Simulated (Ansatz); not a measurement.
Input for Ansatz (a program for electronic structure): U-PBE/cc-pVTZ on CH6BN (SMILES BNC), a point of a bond scan (R = 0.908 Å).

Ansatz 0.2 input:
```yaml
crystal:
  periodic: [false, false, false]
  atoms:
    - {symbol: B, position_ang: [-0.17377685, 0.16935935, 1.35984899]}
    - {symbol: H, position_ang: [-1.04662609, 0.51554608, 2.09587791]}
    - {symbol: H, position_ang: [0.90496525, -0.15002550, 1.76046960]}
    - {symbol: N, position_ang: [-0.42136335, 0.13750334, -0.00246435]}
    - {symbol: C, position_ang: [0.50465876, -0.25211116, -1.05318898]}
    - {symbol: H, position_ang: [-1.24094386, 0.37989144, -0.31005618]}
    - {symbol: H, position_ang: [0.67789059, 0.56736518, -1.75577805]}
    - {symbol: H, position_ang: [0.12956168, -1.11043727, -1.61689155]}
    - {symbol: H, position_ang: [1.45669201, -0.52592512, -0.60230554]}
basis:
  gaussian:
    orbitals: cc-pVTZ
hamiltonian:
  xc: {name: PBE}
magnetization: {spin_polarized: true, initial_magnetization: 0}
```

It printed:

```
WARN ansatz: RAYON_NUM_THREADS=1 ignored (pool sized by the plan → 1); use --threads N
Functional definition: PBE
integrals: 0.06 GiB planned
911 factors; their error is unknown
mean field: 0.73 GiB planned
mean field evaluation 1: about -3288.0477 eV, gradient 4.8e1 eV
mean field evaluation 2: about -3261.6825 eV, gradient 8.4e1 eV
mean field evaluation 4: about -3297.7809 eV, gradient 6.2e0 eV
mean field evaluation 8: about -3297.9378 eV, gradient 2.7e-1 eV
mean field evaluation 16: about -3297.9380 eV, gradient 1.5e-5 eV
mean field -3297.93796902 eV, -121.1969849390 hartree, gradient 1.5e-5 eV, S^2 0.000000; 0 other end points of the search recorded, 0 dependent functions left out
reference -3297.93800602 eV, -121.1969862985 hartree; 12, 12 occupied and 162, 162 virtual orbitals, 911 factors
Total energy: -3297.93800602 eV, -121.1969862985 hartree
```

The run converged.

Cost: roughly 4 core-seconds.
